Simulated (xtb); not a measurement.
CH7NOSi2, SMILES C1N[SiH2]O[SiH2]1. All values are semi-empirical tight-binding results from xtb (GFN2-xTB unless named), good for trends rather than for accurate numbers. Geometry: GFN2-xTB. The structure was generated by enumeration, and PubChem lists no compound with its InChIKey, so it may never have been made. The values are those of a single conformer.

| Quantity | Value |
|---|---|
| point group as xtb finds it | Cs |
| orbital gap | 4.71 eV |
| dipole moment | 1.79 D |
| zero-point energy | 50.3 kcal/mol |
| G − E(el) at 298.15 K (modified RRHO) | 31.1 kcal/mol |
| static polarisability (D4 model) | 79.9 bohr³ |
| solvation energy, GFN2-xTB/ALPB(water) | 0.7 kcal/mol |
| solvation energy, GFN2-xTB/ALPB(benzene) | -1.9 kcal/mol |
